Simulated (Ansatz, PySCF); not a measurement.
This PySCF input computes a CAM-B3LYP/def2-TZVPD energy:

```python
from pyscf import gto, scf, dft

mol = gto.M(
    atom='''
    B     0.04661859   -0.36024849    0.32064487
    Cl   -0.03165284    0.98264223   -0.87258709
    N     1.34765678   -0.71434788    0.80951212
    N    -1.13547270   -0.93076015    0.78825076
    H     2.00281384   -1.07040658    0.11462526
    H    -2.04152664   -0.66188270    0.44604065
    H    -1.14157061   -1.65562986    1.48575025
    ''',
    basis='def2-tzvpd',
    charge=0,
    spin=1,
    verbose=4,
)

mf = dft.UKS(mol, xc='camb3lyp').density_fit(auxbasis='def2-universal-jkfit')
mf.grids.level = 3
mf.conv_tol = 1e-9
mf.max_cycle = 100
mf.max_memory = 1500
mf.kernel()
if not mf.converged:
    mf = mf.newton()
    mf.kernel(mf.make_rdm1())
for _ in range(2):
    mo, _, stable, _ = mf.stability(return_status=True)
    if stable:
        break
    mf.kernel(mf.make_rdm1(mo, mf.mo_occ))
mf.analyze()
```

Write an input for the same energy in Ansatz (a program for electronic structure) and say what it gives.


Ansatz 0.2 input:
```yaml
crystal:
  periodic: [false, false, false]
  atoms:
    - {symbol: B, position_ang: [0.04661859, -0.36024849, 0.32064487]}
    - {symbol: Cl, position_ang: [-0.03165284, 0.98264223, -0.87258709]}
    - {symbol: N, position_ang: [1.34765678, -0.71434788, 0.80951212]}
    - {symbol: N, position_ang: [-1.13547270, -0.93076015, 0.78825076]}
    - {symbol: H, position_ang: [2.00281384, -1.07040658, 0.11462526]}
    - {symbol: H, position_ang: [-2.04152664, -0.66188270, 0.44604065]}
    - {symbol: H, position_ang: [-1.14157061, -1.65562986, 1.48575025]}
basis:
  gaussian:
    orbitals: def2-TZVPD
hamiltonian:
  xc: {name: CAM-B3LYP}
magnetization: {spin_polarized: true, initial_magnetization: 1}
output: {forces: true}
```
It gives -596.43262 Eh, and PySCF -596.43267 Eh, a difference of 0.05 mEh, from the treatment of integrals and grids.

It need not be the lowest isomer of its formula.
